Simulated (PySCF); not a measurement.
Computed shifts of a molecule C₂H₄Cl₂Si₂, KT2/pcSseg-1 in PySCF, GIAO, gas phase, atoms alike by connectivity averaged where their shifts nearly agree, in ppm (number of nuclei): ¹³C: 99.8 (1), 82.2 (1). ²⁹Si: 7.7 (1), -94.3 (1). ¹H: 3.94 (3), 3.39 (1). References: ¹³C against TMS (σ = 185.1 ppm); ²⁹Si against TMS (σ = 361.9 ppm); ³⁵Cl against HCl (σ = 945.4 ppm); ¹H against TMS (σ = 31.47 ppm), references at their B3LYP-D3(BJ)/def2-TZVP geometries, non-relativistic (without spin–orbit terms, shifts of atoms bonded to Cl or Br come out too high). Coordinates come from a B3LYP-D3(BJ)/def2-SVP optimisation. One conformer was computed; it need not be the lowest.

Identify the compound among the candidates.
A. ClC1=C[SiH2][Si@H]1Cl
B. C#C[Si]([SiH3])(Cl)Cl
C. C#C[Si@H](Cl)[SiH2]Cl
D. [SiH3]C#C[SiH](Cl)Cl

B, C#C[Si]([SiH3])(Cl)Cl
